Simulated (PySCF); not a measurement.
A structure optimised at PBE0-D3(BJ)/def2-SVP, used in a PySCF frequency run:

```xyz
4

In     0.0000     0.0000     0.0000
Cl     2.3197     0.0000     0.0000
Cl    -1.1599    -2.0089     0.0000
Cl    -1.1599     2.0089     0.0000
```

Problem. Write its SMILES, formula and point group.

Solution. [Cl][In]([Cl])[Cl], Cl3In, D3h

Problem. What are its rotational constants (standard atomic weights)?

Solution. 1.7662, 1.7662, 0.88311 GHz
